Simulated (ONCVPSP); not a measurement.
## What one change does to a pseudopotential (boron (B), ONCV)

| Property | Result |
| --- | --- |
| Element | B (Z = 5) |
| Generator | ONCVPSP 4.0.1 |
| Type | optimised norm-conserving Vanderbilt (ONCV) |
| Functional | PBEsol |
| Relativity | scalar-relativistic |
| Frozen core | [He] |
| Valence charge | 3 |
| Reference configuration | 2s2 2p1 |
| Partial waves | 2s: rc 1.40 bohr, ncon 4, nbas 8, qcut 4.2 1/bohr, 2 projectors, debl 0.9 Ha; 2p: rc 4.00 bohr, ncon 5, nbas 8, qcut 3 1/bohr, 1 projector; d scattering state at 0.09 Ha: rc 3.10 bohr, ncon 4, nbas 7, qcut 3.1 1/bohr, 3 projectors, debl 0.6 Ha |
| Local potential | polynomial inside 1.00 bohr (lpopt 5, dvloc0 6 Ha) |
| Core correction | polynomial model core, fcfact 0.6 |

Change: all radii but the core radius scaled by about 1.30 (s 1.82, p 5.20, d 4.02 bohr); local potential polynomial inside 1.30 bohr (lpopt 5, dvloc0 6 Ha).

Cutoffs: the cutoffs (Ha) at which the residual kinetic energy of the hardest occupied pseudo-wave falls to 1 and 0.1 mHa per electron; they do not see the model core or the augmentation charge, which bear on the density cutoff. Errors are all-electron minus pseudo energies relative to the spin-unpolarised reference configuration.

Predict the effect on cutoff, ghosts and configuration errors.

The potential gets softer (12 Ha and 75 Ha → 7.2 Ha and 22 Ha); of the 4 tests that both files solve, the error grows in 4 and shrinks in 0 by more than 15 % and 0.3 meV (median size 151.3 → 287.2 meV); neither file shows a bound ghost. A larger radius leaves more room for a smooth pseudo-wave, so fewer plane waves are needed. More of the atom is replaced by a form fitted at one configuration, so other configurations suffer.

| quantity | base | changed |
| --- | --- | --- |
| cutoff, loose | 12 Ha | 7.2 Ha |
| cutoff, tight | 75 Ha | 22 Ha |
| loose cutoff by channel | s 12 Ha, p 3.8 Ha | s 7.2 Ha, p 2.9 Ha |
| bound ghosts | none | none |
| GHOST(+) flags under 300 eV | none | none |
| error for 2s2 2p0, meV [ΔE 8.14 eV] | +242 | +449 |
| error for 2s1 2p0, meV [ΔE 33.40 eV] | +686 | +1200 |
| error for 2s2 2p0.5, meV [ΔE 2.86 eV] | +38 | +77 |
| error for 2s1 2p2, meV [ΔE 5.82 eV] | -60 | -125 |
| rms error of d²Exc/dni dnj with the model core, mHa | 0.51 | 2.13 |
